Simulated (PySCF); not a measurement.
**A ladder of Hamiltonians for Zn²⁶⁺ (zinc, charge +26)**

Occupied: 1s1/2, 2s1/2. Hartree-Fock calculated with PySCF 2.14 in an uncontracted even-tempered set (16 s from 2.7 bohr⁻², ratio 2.7; 11 p from 3.2 bohr⁻², ratio 2.7), Gaussian nucleus throughout. NR is non-relativistic, sf-X2C the spin-free one-electron X2C Hamiltonian, X2C adds the bare one-electron spin-orbit term, X2C-SNSO screens it by Boettger's factors, DC is four-component Dirac-Coulomb, and the Gaunt and Breit terms are added at first order (total energies over the DC spinors, levels after relaxing the spinors in that mean field). QED terms are absent. Levels marked empty are virtual spinors of this ion.

```
Hamiltonian  E (hartree)  E − E(DC) (hartree)  CPU seconds
         NR   -1078.6566              13.5977         0.27
     sf-X2C   -1092.0467               0.2077         0.14
        X2C   -1092.0467               0.2077         0.14
   X2C-SNSO   -1092.0467               0.2077         0.14
         DC   -1092.2544               0.0000          2.6
   DC+Gaunt   -1091.8246               0.4298          4.3
   DC+Breit   -1091.8326               0.4217           35
```

```tsv
level (eV)	NR	sf-X2C	X2C	X2C-SNSO	DC	DC+Gaunt	DC+Breit
1s1/2	-11430.5	-11560.4	-11560.4	-11560.4	-11565.4	-11555.2	-11555.3
2s1/2	-2626.2	-2664.0	-2664.0	-2664.0	-2664.5	-2663.4	-2663.5
2p1/2 (empty)	-2462.1	-2475.4	-2496.1	-2494.7	-2495.0	-2493.1	-2493.4
2p3/2 (empty)	-2462.1	-2475.4	-2465.5	-2466.1	-2466.2	-2465.0	-2465.3
3s1/2 (empty)	-1081.2	-1093.5	-1093.5	-1093.5	-1093.6	-1093.3	-1093.4
```

```tsv
interval (eV)	X2C	X2C-SNSO	DC	DC+Gaunt	DC+Breit
2p3/2 − 2p1/2	30.65	28.58	28.85	28.03	28.03
```

Weight of the small component: 1s1/2 0.0119, 2s1/2 0.00268, 2p1/2 0.00261, 2p3/2 0.00257, 3s1/2 0.00109.

Koopmans' value for the highest occupied level at DC+Breit: 2663.5 eV, against an ionisation energy of 2669.9 ± 2.5 eV (semi-empirical (NIST evaluation); NIST Atomic Spectra Database, ionization energies); the former lacks relaxation, correlation, QED and recoil.

The whole ladder took 44 s of wall time on 1 thread of Neoverse-N1 (shared host), launched as `OMP_NUM_THREADS=1 python relrun2.py TASK.json OUT` (a driver that calls PySCF for each Hamiltonian).

Dirac-Coulomb iterations, started from the X2C spinors:

```
with_ssss True, with_gaunt False, with_breit False
light speed = 137.03599967994
init E= -1090.88981133295
cycle= 1 E= -1092.25434940355  delta_E= -1.36  |g|= 0.227  |ddm|= 0.0255
cycle= 2 E= -1092.25435673291  delta_E= -7.33e-06  |g|= 0.000685  |ddm|= 0.000336
cycle= 3 E= -1092.25435673323  delta_E= -3.26e-10  |g|= 3.47e-06  |ddm|= 9.54e-06
```
